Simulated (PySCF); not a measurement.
The numbers are results of B3LYP-D3(BJ)/def2-TZVP (PySCF), not measurements. All species are isolated molecules in the gas phase. One relaxed conformer stands for a flexible species; it need not be the lowest. B3LYP has the VWN-RPA correlation part, as in Gaussian. Delta-SCF ions had no search for a lower state. Excitations are Tamm–Dancoff values on a coarser integration grid. The basis has no diffuse functions, so Rydberg states are missing or too high.

Reference species (SMILES): `N=C=[SiH]N` (neutral, multiplicity 1).

```yaml
S1–T1 gap (TDA): 1.38 eV
vertical ionisation energy (Delta-SCF): 7.71 eV
S1 excitation (TDA): 2.99 eV
```

After one change: the S1–T1 gap (TDA) falls by 1.04 eV; the vertical ionisation energy (Delta-SCF) rises by 2.17 eV; the S1 excitation (TDA) goes up by 2.88 eV.

Task: What was changed between the two runs? The new species is one of these.
A) `N#C[SiH2]N`
B) `N=C=N[SiH3]`
C) `[H]/N=[SiH]/N=C` (C–N–Si–N torsion 59°)
D) `[H]/N=C\[SiH]=N\[H]` (N–C–Si–N torsion 0°)

Result: B, `N=C=N[SiH3]`
